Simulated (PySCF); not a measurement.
Partial charges of (OH)2Al-NH-SiH3

Compound: (OH)2Al-NH-SiH3.
Structure used (PBE0-D3(BJ)/def2-SVP), in Å, numbered top down from 1:
```xyz
11
AlH6NO2Si angstrom
Al    -1.052    0.688    0.057
O     -0.851    1.180    1.668
O     -2.403    1.211   -0.826
N      0.105   -0.372   -0.789
Si     1.575   -1.070   -0.191
H     -0.133    0.934    2.252
H     -3.093    1.768   -0.463
H     -0.127   -0.604   -1.753
H      1.698   -0.653    1.242
H      1.580   -2.567   -0.250
H      2.798   -0.599   -0.918
```

Density: PBE0/pcSseg-1 (pcSseg-2 on Al) (PySCF); schemes: Mulliken, IAO, Hirshfeld and ESP-fitted. One conformer (not necessarily the lowest) at the PBE0-D3(BJ)/def2-SVP geometry, without solvent, vibrations or thermal averaging.

Q: Tabulate the Mulliken, IAO, Hirshfeld and ESP-fitted charges.

A: In e:

```
atom                      environment  Mulliken     IAO  Hirshfeld  ESP-fitted
 Al1    aluminium bonded to N and 2 O    +1.076  +1.331     +0.667      +1.381
  O2        oxygen bonded to Al and H    -0.600  -0.832     -0.402      -0.940
  O3        oxygen bonded to Al and H    -0.599  -0.827     -0.400      -0.914
  N4  nitrogen bonded to Al, Si and H    -0.872  -0.985     -0.390      -1.070
 Si5      silicon bonded to N and 3 H    +0.629  +0.742     +0.340      +0.628
  H6                   hydrogen on O2    +0.249  +0.363     +0.159      +0.471
  H7                   hydrogen on O3    +0.256  +0.361     +0.166      +0.455
  H8                   hydrogen on N4    +0.226  +0.272     +0.117      +0.420
  H9                  hydrogen on Si5    -0.148  -0.141     -0.081      -0.162
 H10                  hydrogen on Si5    -0.109  -0.141     -0.087      -0.135
 H11                  hydrogen on Si5    -0.109  -0.143     -0.088      -0.136
```

Mean size of the charges over all atoms: ESP-fitted 0.610 e, IAO 0.558 e, Mulliken 0.443 e, Hirshfeld 0.263 e. Each set sums to the total charge, 0, to within 0.001 e. The IAO scheme counts the electrons in orthogonalised intrinsic atomic orbitals, a minimal basis polarised so that it spans the occupied orbitals exactly.

Lowest charge. The schemes don't all agree: Mulliken N4 (-0.872); IAO N4 (-0.985); Hirshfeld O2 (-0.402); ESP-fitted N4 (-1.070).

Highest charge. All schemes agree: Mulliken Al1 (+1.076); IAO Al1 (+1.331); Hirshfeld Al1 (+0.667); ESP-fitted Al1 (+1.381).

Q: How closely do the schemes follow one another over all atoms?

A: Correlation coefficient and root-mean-square difference: Mulliken with IAO 1.00, 0.143 e; IAO with Hirshfeld 1.00, 0.361 e; IAO with ESP-fitted 0.99, 0.088 e; Mulliken with Hirshfeld 0.99, 0.233 e; Hirshfeld with ESP-fitted 0.99, 0.415 e; Mulliken with ESP-fitted 0.99, 0.208 e.

Q: How many electrons does the Hirshfeld scheme count on N4?

A: Z − q = 7 − (-0.390) = 7.390.
